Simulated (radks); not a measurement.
Q: Ti IV, 19 electrons, occupied as [Ar] 3d1. Calculated with a radial shooting solver on a logarithmic mesh with Libxc functionals: Dirac Kohn-Sham, PBE, spin-unpolarised, spherical densities, point nucleus; open shells fill j = l - 1/2 first.

Spin-orbit splittings of the eigenvalues, e(l+1/2) - e(l-1/2), with zeta = 2 splitting/(2l+1) and mean radii in bohr:

shell  occ.  splitting (eV)  zeta (eV)  <r> j=l-1/2  <r> j=l+1/2
2p        6               ?          ?       0.2881       0.2907
3p        6          0.6909     0.4606        1.052        1.059
3d        1         0.06319    0.02527        1.262        1.264

Estimate the 2p splitting.

A: 5.770 eV (zeta = 3.847 eV).
